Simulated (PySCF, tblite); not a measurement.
Isomers of C7H14OSi. Method: GFN2-xTB as coded in tblite; computed harmonic values from a numerical Hessian at the method's own geometry, unscaled. Errors from tens to a few hundred cm⁻¹ against measured bands are possible. Modes of hydrogen on silicon can be 10 to 20 % off. One conformer each.

Electronic energies: PBE0/pcSseg-1 single points on the GFN2-xTB geometries (PySCF, gas phase).

```tsv
SMILES	electronic energy, lowest = 0 (kcal/mol)
C=C[C@@]1(OCC)[SiH2][C@@H]1C	37.2
C=C(C)C[C@@H]1[SiH2][C@@H]1OC	41.7
CC[C@@]1([SiH3])C[C@H]1C(C)=O	0.0
C#C[C@](C)(CO)C[SiH2]C	27.9
```

Q: How do GFN2-xTB zero-point energies change the relative energies?

A: 
```tsv
SMILES	ZPE (kcal/mol)	of it from modes above 1550 cm⁻¹	electronic (kcal/mol)	with ZPE, lowest = 0 (kcal/mol)	lowest mode (cm⁻¹)	rings
CC[C@@]1([SiH3])C[C@H]1C(C)=O	117.2	59.8	0.0	0.0	63	1
C#C[C@](C)(CO)C[SiH2]C	117.1	62.4	27.9	27.8	62	0
C=C[C@@]1(OCC)[SiH2][C@@H]1C	117.6	60.9	37.2	37.7	46	1
C=C(C)C[C@@H]1[SiH2][C@@H]1OC	117.8	60.7	41.7	42.3	20	1
```

The zero-point energies span 0.7 kcal/mol, from `C#C[C@](C)(CO)C[SiH2]C` to `C=C(C)C[C@@H]1[SiH2][C@@H]1OC`. The order is unchanged.

Q: And how do the electronic energies of GFN2-xTB itself compare?

A: `CC[C@@]1([SiH3])C[C@H]1C(C)=O` 0.0; `C#C[C@](C)(CO)C[SiH2]C` 36.6; `C=C[C@@]1(OCC)[SiH2][C@@H]1C` 39.7; `C=C(C)C[C@@H]1[SiH2][C@@H]1OC` 41.8 kcal/mol, lowest = 0. Against the energies above, taken from the same isomer `CC[C@@]1([SiH3])C[C@H]1C(C)=O`, the largest difference is 8.7 kcal/mol.

Q: What do entropy and thermal enthalpy add at 298.15 K and 1 bar (rigid rotor, harmonic oscillator, one conformer each)?

A: 
```csv
SMILES,point group,symmetry number,S (cal/(mol K)),H − H(0) (kcal/mol),ZPE + H − H(0) − TS (kcal/mol)
CC[C@@]1([SiH3])C[C@H]1C(C)=O,C1,1,106.0,8.06,93.7
C#C[C@](C)(CO)C[SiH2]C,C1,1,108.0,8.51,93.4
C=C[C@@]1(OCC)[SiH2][C@@H]1C,C1,1,107.3,8.27,93.9
```

Not tabulated: `C=C(C)C[C@@H]1[SiH2][C@@H]1OC` (lowest mode only 20 cm⁻¹).
